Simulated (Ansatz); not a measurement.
Reaction (formal hydrolysis of a Ge–P bond): `[PH2][GeH2][SH]` + H₂O → `[OH][GeH2][SH]` + PH₃

Computed with Ansatz on PBE0-D4/def2-TZVP structures; ΔE is electronic, products minus reactants. CCSD(T)/CBS is the MP2 limit (def2-TZVPP, def2-QZVPP) plus CCSD(T) − MP2 in def2-TZVPP, frozen cores. This one scheme is used for every species. Functionals use def2-TZVPP. B3LYP here is the variant with VWN-RPA as its local correlation; programs differ in this. HSE06 is defined as in plane-wave codes. For Ge outer-core shells are correlated without core-valence functions, which leaves a few kJ/mol of doubt a bond. Scalar relativity is left out up to krypton. One conformer a species, not always the lowest.

Is it downhill or uphill in electronic energy at CCSD(T)/CBS, and by how much? (An estimate is asked.)

Computed: Nearly level: ΔE = -0.02 eV.

What do these levels give: BLYP-D4, r2SCAN-D4, PBE0-D4, r2SCAN0-D4, HSE06-D4, BHLYP-D4, PBE-QIDH, B3LYP, r2SCAN0, CCSD/def2-TZVPP, MP2/def2-QZVPP, SCS-MP2/def2-QZVPP? (An estimate is asked.)

The calculation gave: BLYP-D4 -0.07, r2SCAN-D4 -0.06, PBE0-D4 0.04, r2SCAN0-D4 -0.03, HSE06-D4 0.04, BHLYP-D4 -0.09, PBE-QIDH -0.03, B3LYP -0.13, r2SCAN0 -0.05, CCSD/def2-TZVPP -0.11, MP2/def2-QZVPP -0.03, SCS-MP2/def2-QZVPP -0.11 eV.

Largest T1 diagnostic among the species: 0.013.

The D4 term adds +0.07 eV with B3LYP and +0.04 eV with PBE0; it sums over pairs of atoms, weighted by their polarisabilities, and B3LYP, whose exchange is more repulsive, gets the larger term. At CCSD(T), def2-SVP lies −0.18 eV from the extrapolated value and def2-TZVPP −0.07 eV. Leaving LDA and LC-ωPBE aside and taking each functional with its dispersion term where it has one, the values, not all of them listed here, spread over 0.18 eV, from CAM-B3LYP-D4 to HSE06-D4.
